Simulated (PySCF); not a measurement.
Compound: C5H2F6.
Cartesian coordinates in Å at the PBE0-D3(BJ)/def2-SVP level; atoms count from 1:
```
atom  x, y, z in Å
C1     2.392    0.234   -0.292
C2     1.108    0.102   -0.137
C3    -0.189   -0.025    0.016
C4    -0.817   -1.362    0.331
F5    -1.454   -1.860   -0.729
F6    -1.710   -1.245    1.315
F7     0.100   -2.247    0.706
C8    -1.108    1.168   -0.100
F9    -0.495    2.192   -0.684
F10   -1.525    1.573    1.099
F11   -2.190    0.867   -0.819
H12    3.038    0.474    0.559
H13    2.855    0.109   -1.276
```

Level of theory: TDDFT B3LYP/def2-SVPD, vertical, gas phase, core orbitals frozen in the response (PySCF).

Computed states:

```json
{"state": "S1", "E (eV)": "5.71", "f": "0.0000"}
{"state": "S2", "E (eV)": "6.15", "f": "0.0000"}
{"state": "S3", "E (eV)": "7.19", "f": "0.035"}
{"state": "S4", "E (eV)": "7.86", "f": "1.145"}
{"state": "S5", "E (eV)": "8.00", "f": "0.036"}
{"state": "S6", "E (eV)": "8.15", "f": "0.0025"}
{"state": "S7", "E (eV)": "8.62", "f": "0.0050"}
{"state": "S8", "E (eV)": "9.06", "f": "0.0021"}
{"state": "S9", "E (eV)": "9.13", "f": "0.030"}
{"state": "S10", "E (eV)": "9.25", "f": "0.0014"}
```

Each state is given a Gaussian of 0.25 eV full width at half maximum, with ε(max) = 2.175×10⁸ f / Δν̃ (Δν̃ the width in cm⁻¹). The width is an assumption, not a result. The curve ends short of the highest state used, and states not computed would add to its high-energy end.

Problem. What does the envelope look like, and where are its maxima?

Solution. 
E (eV), ε (L mol⁻¹ cm⁻¹) and a bar:
```
     5.33          0 
     5.45          0 
     5.56          0 
     5.68          1 
     5.79          1 
     5.90          0 
     6.02          0 
     6.13          0 
     6.25          0 
     6.36          0 
     6.48          0 
     6.59          0 
     6.71          0 
     6.82          9 
     6.94        242 
     7.05       1613 
     7.16       3677 #
     7.28       2655 #
     7.39        647 
     7.51        522 
     7.62       8886 ##
     7.74      62886 ###############
     7.85     123865 ##############################
     7.97      78489 ###################
     8.08      18637 #####
     8.20       1737 
     8.31        170 
     8.43        121 
     8.54        412 
     8.65        519
```

Maxima: 172 nm (7.19 eV), ε about 3800, made up of S3 (100%); 158 nm (7.87 eV), ε about 130000, made up of S4 (99%); 144 nm (8.62 eV), ε about 540, made up of S7 (100%) (ε in L mol⁻¹ cm⁻¹; maxima over ε = 5, shares over 10%).

Problem. What would ε be at 7.87 eV, the highest of these maxima, with half the width (0.125 eV)?

Solution. About 246000 L mol⁻¹ cm⁻¹ against 125000, a factor of about 1.96; a lone state at its own centre would give exactly 2.

Problem. Coming from long wavelengths, where does ε first pass 100 L mol⁻¹ cm⁻¹?

Solution. At about 180 nm (6.90 eV), 1.20 eV above S1.

On an Intel Xeon Platinum 8488C with 2 threads, no GPU, shared host, this took 38 s wall, 84 s CPU and 1.4 GiB of memory at its peak.
